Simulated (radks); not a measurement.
Excited configurations of Tl: one electron is placed in a higher orbital outside [Hg]. The ground configuration is [Hg] 6p1. All-electron calculation, Dirac Kohn-Sham, PBE, spin-unpolarised, spherical densities, point nucleus; open shells fill j = l - 1/2 first. Program: a radial shooting solver on a logarithmic mesh with Libxc functionals. Excitation = E - E(ground); binding = E(ion) - E, where the ion is the core of charge +1; n* = 1/sqrt(2 binding) in atomic units, and the quantum defect is n - n*.

outer orbital,excitation (eV),binding (eV),n*,quantum defect,eigenvalue (eV)
5f5/2,5.038,0.911,3.865,1.135,-0.434
6d3/2,4.309,1.639,2.881,3.119,-0.711
6f5/2,5.319,0.629,4.650,1.350,-0.366
7s1/2,3.098,2.851,2.185,4.815,-1.643
7p1/2,3.936,2.013,2.600,4.400,-1.121
7d3/2,4.910,1.038,3.620,3.380,-0.574
7f5/2,5.494,0.455,5.469,1.531,-0.286

The Delta-SCF ionisation energy is 5.948 eV (NIST Atomic Spectra Database: 6.108 eV, measured). Self-interaction in the functional shifts the binding energies and quantum defects, so they are the method's values and not measured ones. Spin polarisation and multiplet splitting are left out, so open shells lie too high by an amount that depends on their filling.

Beside tabulated values, note that spin-unpolarised runs miss the spin-polarisation part of the exchange energy of open shells.
